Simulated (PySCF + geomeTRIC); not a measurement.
Species: H2B, SMILES `[BH2]` (charge 0, multiplicity 2).

Q: Give a relaxed geometry from B3LYP-D3(BJ)/def2-TZVP (PySCF + geomeTRIC).

A: the end point of this relaxation (outside a Z-matrix the atoms follow the SMILES, hydrogens last).
Z-matrix (Å, degrees):
```
B
H 1 1.1869
H 1 1.1869 2 129.53
```
